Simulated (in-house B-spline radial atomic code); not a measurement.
A fraction x of an electron is removed from 2p in F IV (F3+), starting from [He] 2s2 2p2 and keeping the highest spin. Computed with an all-electron radial atomic-structure program (B-spline basis): non-relativistic TPSSh, spin-polarised, spherical fractional occupations, point nucleus.

Caution: exact exchange at fractional occupations of open shells leaves self-interaction of up to several eV.

```
   x  E(x) - E(0) (eV)  2p up level (eV)
   0            0.0000           -75.827
0.01            0.7595           -76.065
0.19           14.8380           -80.375
0.34           27.1667           -84.014
0.44           35.6905           -86.464
 0.5           40.9226           -87.943
0.52           42.6864           -88.437
0.69           58.0794           -92.665
0.77           65.5728           -94.671
0.91           79.0737           -98.204
   1           88.0148          -100.489
```

The exact functional would give a straight line between the two integer points. Deviations E(x) - E(0) - x[E(1) - E(0)], in eV: -0.121 at x = 0.01, -1.885 at x = 0.19, -2.758 at x = 0.34, -3.036 at x = 0.44, -3.085 at x = 0.5, -3.081 at x = 0.52, -2.651 at x = 0.69, -2.199 at x = 0.77, -1.02 at x = 0.91.

The curve lies below the straight line by up to 3.085 eV (at x = 0.5): convex, the delocalisation error, to which spherically averaged exact exchange adds.

Problem. How well does Slater's transition state (minus the level at half occupation) give the ionisation energy?

Solution. It gives 87.943 eV against 88.015 eV from the two total energies; NIST lists 87.17 eV, ground level to ground level. The end point has an open shell averaged over its orbitals, so its exact exchange keeps a self-interaction and this is no true integer point.
